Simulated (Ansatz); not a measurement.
Isomers of K3Br3⁻ (doublet), relaxed with PBE-D4/def2-SVPD; total energies from Ansatz at RPA@PBE/def2-TZVPD.

| isomer | description | energy (Eh) |
| --- | --- | --- |
| A | point group C3v; 6 × Br–K 3.13 to 3.14 Å | -9517.05011 |
| B | point group Cs; 7 × Br–K 3.14 to 3.23 Å | -9517.06214 |

Correlated methods freeze 42 core orbitals; core or outer-core shells of K, Br are correlated, in sets that lack core-valence functions.

The isomers come from a short search, and lower ones may exist.

Q: Work out the relative energies (1 Eh = 2625.5 kJ/mol) and the Boltzmann populations at 500 K from electronic energies alone (R = 8.314 J/mol/K).

A: ΔE: A 31.6, B 0.0 kJ/mol. RT = 4.16 kJ/mol. Factors exp(−ΔE/RT): A 0.000502, B 1; sum 1.001. Populations: A 0.1 %, B 99.9 %. Zero-point energy, vibrational entropy and symmetry numbers are left out and can shift these; an error of 4 kJ/mol changes a ratio by a factor of 2.6. Over the other density-functional and correlated levels in def2 sets, the gap between B and A ranges from 22 to 29 kJ/mol.
